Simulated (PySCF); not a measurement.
**Correlation energy of Ne (neon, neutral)**

[Ne], closed-shell 1S. Calculation: PySCF 2.14, in aug-cc-pVQZ (6s5p4d3f2g, 80 functions); the non-relativistic Hamiltonian (point nucleus). Frozen: 1s2; 8 electrons correlated.

```
  level  correlation energy (mhartree)
   CCSD                        -297.76
    (T)                          -5.95
CCSD(T)                        -303.71
```

Diagnostics: T1 = 0.0069, D1 = 0.0108, largest double amplitude 0.025.

**Question.** Is a single reference adequate?

**Answer.** Yes: T1 lies below 0.03 and no double amplitude reaches 0.07.
